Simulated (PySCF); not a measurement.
How methods differ on the ionisation energy of Cl⁺

Cl⁺ [Ne] 3s2 3p4 (3P) → Cl²⁺ [Ne] 3s2 3p3 (4S), as a difference of total energies. Computed with PySCF 2.14 in 6-31G*, with the non-relativistic Hamiltonian (point nucleus). Correlated levels: valence: [Ne] frozen. The calculations carry no spin-orbit coupling.

| method | ionisation energy (eV) |
| --- | --- |
| UHF | 22.497 |
| M06-L | 23.539 |
| PBE0 | 23.799 |
| MP2 (valence) | 22.863 |
| SCS-MP2 (valence) | 22.888 |
| CCSD (valence) | 22.859 |
| CCSD(T) (valence) | 22.869 |

Question: How much does correlation contribute at CCSD(T) (valence)?

Answer: 22.869 − (22.497) = 0.372 eV, measured against UHF.

Errors of the correlated levels include the incompleteness of this basis and the frozen core.

For comparison: 23.771 eV (measured; NIST levels, between the centres of gravity of the two terms).
